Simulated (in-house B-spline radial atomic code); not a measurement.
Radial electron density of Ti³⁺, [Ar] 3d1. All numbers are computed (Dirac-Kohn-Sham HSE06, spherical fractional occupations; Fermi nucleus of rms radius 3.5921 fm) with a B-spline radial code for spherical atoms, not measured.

Caution: exact exchange at fractional occupations of open shells leaves self-interaction of up to several eV.

Columns: r (bohr), 4πr²n(r) (electrons per bohr), bar.

```
  0.0027   0.6296 #
 0.00323   0.8761 #
 0.00387    1.217 ##
 0.00464    1.683 ###
 0.00557    2.317 ####
 0.00667    3.151 #####
   0.008    4.256 #######
 0.00958    5.667 #########
  0.0115     7.47 ############
  0.0138    9.679 ###############
  0.0165    12.24 ###################
  0.0198    15.18 ########################
  0.0237    18.27 #############################
  0.0284     21.3 ##################################
  0.0341    23.93 ######################################
  0.0408    25.65 #########################################
   0.049    26.19 #########################################
  0.0587    25.38 ########################################
  0.0703    23.49 #####################################
  0.0843    21.25 ##################################
   0.101    19.73 ###############################
   0.121     19.9 ################################
   0.145    22.03 ###################################
   0.174    25.29 ########################################
   0.209    27.79 ############################################
    0.25    27.53 ############################################
     0.3     23.7 ######################################
   0.359    17.55 ############################
   0.431    11.51 ##################
   0.516    8.176 #############
   0.619    8.007 #############
   0.742    9.416 ###############
   0.889    10.06 ################
    1.07    8.712 ##############
    1.28    6.063 ##########
    1.53    3.384 #####
    1.83    1.505 ##
     2.2   0.5233 #
    2.64   0.1516 
    3.16  0.03803 
    3.79 0.007889 
    4.54 0.001272
```

On this grid the curve has 3 maxima, near 0.049, 0.209, 0.889 bohr.

The 3p1/2 radial function P(r) = rR(r), positive near the nucleus, with its small component Q(r) (sign convention: Q ≈ (P' + κP/r)/2c):

```tsv
r (bohr)	P	Q
0.0027	0.001178	0.00355
0.00387	0.0022	0.004978
0.00557	0.0042	0.006955
0.008	0.008046	0.009591
0.0115	0.01544	0.01303
0.0165	0.02931	0.01728
0.0237	0.05478	0.02221
0.0341	0.09972	0.02725
0.049	0.1731	0.03117
0.0703	0.2806	0.03212
0.101	0.4128	0.02802
0.145	0.5216	0.01786
0.209	0.5083	0.003221
0.3	0.2563	-0.01008
0.431	-0.2515	-0.01583
0.619	-0.8075	-0.01226
0.889	-1.055	-0.004344
1.28	-0.8287	0.0007726
1.83	-0.4006	0.001429
2.64	-0.103	0.0005309
3.79	-0.01164	7.238e-05
```
